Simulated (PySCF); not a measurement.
**Frontier orbitals and the lowest excitations**

C₆H₅N₃.
Atom-mapped SMILES: `[CH2:1]=[CH:2][n:3]1[n:4][cH:5][cH:6][c:7]1[C:8]#[N:9]` (hydrogens: H10, H11 on C1; H12 on C2; H13 on C5; H14 on C6)

Cartesian coordinates in Å at the GFN2-xTB level; atoms count from 1:
```xyz
14
C6H5N3 angstrom
C     -2.054   -1.444    0.471
C     -1.462   -0.347    0.026
N     -0.085   -0.162    0.064
N      0.749   -1.068    0.549
C      1.964   -0.569    0.430
C      1.935    0.704   -0.150
C      0.589    0.945   -0.378
C     -0.047    2.058   -0.939
N     -0.568    2.971   -1.399
H     -1.476   -2.249    0.889
H     -3.121   -1.555    0.426
H     -1.996    0.491   -0.402
H      2.815   -1.129    0.761
H      2.757    1.353   -0.371
```

Method: PySCF 2.14.0, density-fitted response routines, TDDFT CAM-B3LYP/def2-SVPD, vertical, gas phase, core orbitals frozen in the response.

Frontier orbitals with the atoms that hold most of them (Löwdin shares over 4%, at most four atoms; ? is withheld):

```
orbital  ε (eV)                           atoms
 HOMO-3  -11.21  C2 21%, C5 18%, N3 14%, C1 13%
 HOMO-2  -10.51    N4 59%, C5 11%, N3 9%, C6 5%
 HOMO-1   -9.24                               ?
   HOMO       ?  C1 26%, C2 18%, N3 17%, C5 12%
   LUMO   -0.84                               ?
 LUMO+1    1.01  C2 17%, C1 14%, C5 12%, N9 11%
 LUMO+2    1.24  C8 18%, C6 15%, C5 13%, C2 11%
```

Problem. Give the leading atoms of the HOMO-1.

Solution. N4 (bonded to C and N) 24%; C7 (bonded to 2 C and N) 22%; N9 (bonded to C) 15%; C6 (bonded to 2 C and H) 15%. By element: nitrogen 39% or more, carbon 37% or more.

Problem. Give the leading atoms of the LUMO.

Solution. C7 (bonded to 2 C and N) 14%; N4 (bonded to C and N) 13%; C1 (bonded to C and 2 H) 11%; N9 (bonded to C) 11%. By element: carbon 25% or more, nitrogen 24% or more.

Problem. What is the HOMO energy, and the HOMO–LUMO gap?

Solution. ε(HOMO) = -8.63 eV; the gap is 7.80 eV (0.2866 hartree).

Problem. How does S1 compare with the orbital gap of 7.80 eV?

Solution. S1 is at 5.09 eV (f = 0.330), 2.71 eV below the gap, made of HOMO→LUMO (96%). Without the coupling terms of the response equations the lowest excitation would equal the gap.

Problem. One configuration dominates each of S1, S2, S3 and S5. Which, and how do the shares of the two leading atoms of either orbital change from the occupied to the empty one?

Solution. 
- S1 (5.09 eV, f 0.330), HOMO→LUMO (96%): C1 26% → 11%, C2 18% → at most 11%, C7 at most 13% → 14%, N4 at most 13% → 13%
- S2 (5.67 eV, f 0.200), HOMO-1→LUMO (94%): N4 24% → 13%, C7 22% → 14%
- S3 (5.90 eV, f 0.0027), HOMO-2→LUMO (95%): N4 59% → 13%, C5 11% → at most 11%, C7 at most 6% → 14%
- S5 (6.89 eV, f 0.090), HOMO→LUMO+1 (95%): C1 26% → 14%, C2 18% → 17%

One conformer stands for the species.
